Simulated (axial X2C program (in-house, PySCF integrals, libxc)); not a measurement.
**NaRu: from the spin-free to the two-component result**

All values were computed with an in-house all-electron X2C program for linear molecules (integrals from PySCF). Spin-free means the one-electron spin-free X2C Hamiltonian; two-component (2c) means X2C with spin–orbit coupling and atomic mean-field two-electron Coulomb and Gaunt terms, so the difference of the two also holds small scalar two-electron terms. Basis: Ru dyall-cv3z [12s12p8d5f3g], Na dyall-cv3z [9s8p5d2f] (cores contracted in-house); Gaussian nuclei, density fitting, unrestricted open shells. Masses: Ru 101.904 u, Na 22.990 u.

Spin-free state: M_S = 3/2, Λ = 0 (beyond evenly filled blocks: σα, δ+α, δ-α); fragments Ru + Na.

| level | Re (Å) | ωe (cm⁻¹) | De (eV) | μ (D) |
| --- | --- | --- | --- | --- |
| PBE0 | 2.762 | 195.2 | 1.137 | 4.14 |
| HF | 3.057 | 116.3 | 0.042 | 2.22 |
| CCSD | 2.765 | 205.0 | 0.998 | n/a |
| CCSD(T) | 2.750 | 211.8 | 1.109 | n/a |

Correlated methods: 9 electrons correlated (number of frozen shells: Ru 4 s, 3 p, 1 d; Na 2 s, 1 p), 313 virtual spin orbitals or spinors in MP2, 90 natural virtuals in coupled cluster.

Dipoles are positive if Na is the positive end.

Two-component determinant lowest at the distance of the search:

Ω = 3/2 (⟨Sz⟩ = 1.48, ⟨Lz⟩ = 0.02 at HF); fragments Ru + Na.

```tsv
level	Re (Å)	ωe (cm⁻¹)	μ (D)
PBE0	2.763	195.1	4.14
HF	3.058	116.4	2.23
CCSD	2.767	204.8	n/a
CCSD(T)	2.752	211.6	n/a
```

Task: From the two tables, how do the constants change at the CCSD(T) level (2c against spin-free)?

Result: At the CCSD(T) level Re increases by 0.002 Å and ωe is unchanged to within 0.2 cm⁻¹.

The state is one determinant whose occupation by symmetry is held fixed; it was picked as the lowest of a PBE0 search that is not exhaustive. De is counted from the lowest determinant-based energies of the atoms at the same level, without counterpoise correction. De is not given where an atomic determinant may have missed its ground term or J level, or where the truncated virtual space spoils (T). Density functionals use the spin component along the axis (collinear). CCSD and (T) use frozen natural virtuals with an MP2 correction for the truncation; (T) itself is uncorrected, so its De runs slightly low. Other states lie close and PBE0, whose exact exchange favours high spin, may order them wrongly; the determinant shown need not be the ground state. The nearest other spin-free determinant of the search, M_S = 3/2, Λ = 2, lies 0.19 eV up at the distance of the search. Without a current term, density functionals place determinants with orbital angular momentum somewhat too high. With several unpaired electrons one determinant need not be a pure state. This is the top spin component of a Σ state; components of lower Ω are not single determinants and can lie lower. The determinant is spin-polarised beyond a pure state at some levels (its spin-free form has ⟨S²⟩ too high), which makes Re and μ there less reliable. The T1 diagnostic is large, a sign of multireference character. With the outer-core shells frozen, correlated bond lengths of heavy atoms tend to come out a few hundredths of an ångström too long.
